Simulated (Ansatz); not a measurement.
Relaxation of BFH₅NOSi (10 atoms, charge 0, multiplicity 1), to a largest force component of 0.015 eV/Å in at most 40 steps.

Theory: RKS B3LYP-D4/6-31G* (Ansatz).

```xyz
10
Properties=species:S:1:pos:R:3:forces:R:3
N -1.548 0.363 0.060 -1.99 -0.20 0.21
Si -0.248 -0.698 0.449 1.09 0.14 -0.11
O 0.889 -0.677 -0.830 1.64 3.50 1.70
B 1.667 0.629 -0.730 -0.43 -2.86 0.45
F 2.810 0.746 0.027 -2.06 -0.46 -1.38
H -2.305 0.320 0.807 1.16 0.30 -1.13
H -2.008 0.043 -0.821 0.38 0.51 0.75
H -0.730 -2.043 0.591 -0.02 -1.14 0.02
H 0.368 -0.276 1.772 -0.18 -0.01 -0.55
H 1.188 1.540 -1.322 0.42 0.21 0.03
```

**Question.** Where does it end, and by what steps?

**Answer.** It converged. After 35 steps the energy has fallen by 1.188 eV; F5 moved furthest, 1.78 Å.

| step | energy less start (eV) | largest force component (eV/Å) | accepted |
| --- | --- | --- | --- |
| 0 | 0.0000 | 3.497 | yes |
| 2 | -0.6506 | 1.625 | yes |
| 4 | -0.9055 | 0.369 | yes |
| 6 | -1.0030 | 0.269 | yes |
| 8 | -1.0394 | 0.672 | yes |
| 10 | -1.1205 | 0.148 | yes |
| 12 | -1.1408 | 0.068 | yes |
| 14 | -1.1525 | 0.047 | yes |
| 16 | -1.1524 | 0.502 | no |
| 18 | -1.1593 | 0.207 | yes |
| 20 | -1.1684 | 0.281 | yes |
| 22 | -1.1586 | 0.580 | no |
| 24 | -1.1823 | 0.077 | yes |
| 26 | -1.1833 | 0.247 | yes |
| 28 | -1.1871 | 0.146 | yes |
| 30 | -1.1879 | 0.041 | yes |
| 32 | -1.1881 | 0.023 | yes |
| 34 | -1.1875 | 0.082 | no |
| 35 | -1.1882 | 0.004 | yes |

```xyz
10
Properties=species:S:1:pos:R:3
N -1.645 0.131 0.454
Si -0.280 -0.906 0.405
O 0.940 -0.481 -0.691
B 1.607 0.681 -0.809
F 1.316 1.709 0.004
H -1.568 1.065 0.840
H -2.350 0.091 -0.271
H -0.740 -2.234 -0.052
H 0.340 -0.938 1.749
H 2.463 0.831 -1.627
```

Whether the end is a true minimum wasn't checked by a vibrational analysis.

The run took 2.5 min on 1 thread of Arm Neoverse V2, on a shared host, peak memory 0.16 GiB.
